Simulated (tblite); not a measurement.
Species: C₇H₆F (doublet state).
Atom-mapped SMILES: `[CH:1]#[C:2][C:3]1[CH2:4][C@@:5]12[CH2:6][C@H:7]2[F:8]` (hydrogens: H9 on C1; H10, H11 on C4; H12, H13 on C6; H14 on C7)

A start from a force field or distance geometry was refined with tblite, GFN2-xTB geometry optimisation, gas phase. Values at the start:

```json
{"coordinate": "C1≡C2", "start": "1.226 Å"}
{"coordinate": "C1–H9", "start": "1.055 Å"}
{"coordinate": "C2–C3", "start": "1.469 Å"}
{"coordinate": "C3–C4", "start": "1.524 Å"}
{"coordinate": "C3–C5", "start": "1.456 Å"}
{"coordinate": "C4–C5", "start": "1.424 Å"}
{"coordinate": "C4–H10", "start": "1.122 Å"}
{"coordinate": "C4–H11", "start": "1.095 Å"}
{"coordinate": "C5–C6", "start": "1.380 Å"}
{"coordinate": "C5–C7", "start": "1.463 Å"}
{"coordinate": "C6–C7", "start": "1.526 Å"}
{"coordinate": "C6–H12", "start": "1.109 Å"}
{"coordinate": "C6–H13", "start": "1.130 Å"}
{"coordinate": "C7–F8", "start": "1.401 Å"}
{"coordinate": "C7–H14", "start": "1.089 Å"}
{"coordinate": "C2–C3–C4", "start": "118.9°"}
{"coordinate": "C2–C3–C5", "start": "114.1°"}
{"coordinate": "C3–C5–C7", "start": "121.7°"}
{"coordinate": "C4–C3–C5", "start": "57.0°"}
{"coordinate": "C4–C5–C6", "start": "144.4°"}
{"coordinate": "C5–C7–C6", "start": "54.9°"}
{"coordinate": "C5–C7–F8", "start": "113.1°"}
{"coordinate": "C6–C5–C7", "start": "64.9°"}
```

How do these coordinates change at the GFN2-xTB level?

```csv
coordinate,GFN2-xTB (Å or °),change
C2–C3,1.337,-0.132
C5–C6,1.496,+0.116
C4–C5,1.500,+0.076
C6–H13,1.080,-0.050
C3–C4,1.479,-0.045
C4–H10,1.085,-0.037
C7–F8,1.364,-0.037
C6–H12,1.080,-0.029
C3–C5,1.430,-0.026
C5–C7,1.486,+0.023
C6–C7,1.504,-0.022
C4–H11,1.085,-0.010
C1–H9,1.048,-0.007
C1≡C2,1.220,-0.006
C7–H14,1.085,-0.004
C2–C3–C5,149.5,+35.4
C2–C3–C4,148.4,+29.5
C3–C5–C7,139.4,+17.7
C4–C5–C6,137.7,-6.7
C5–C7–F8,119.1,+6.0
C5–C7–C6,60.0,+5.1
C4–C3–C5,62.1,+5.1
C6–C5–C7,60.6,-4.3
```

The energy falls by 32.7 kcal/mol over 84 L-BFGS steps, the largest force on an atom goes from 5.37 to 0.009 eV/Å, and the atoms move by 0.848 Å rms after alignment. The bond that changes most is C2–C3 (ends: carbon bonded to 2 C; carbon bonded to 3 C), which shortens by 0.132 Å. Bonds longer at the end by more than 0.005 Å: 3 of 15; shorter: 11. Among the dihedrals that turn most is C2–C3–C4–H11, from 8° to -71°. Rotational constants go from 3288, 2240, 1492 to 3463, 1426, 1160 MHz.

Its GFN2-xTB frequencies are all real (lowest 59 cm⁻¹).

All values are computed, not measured.
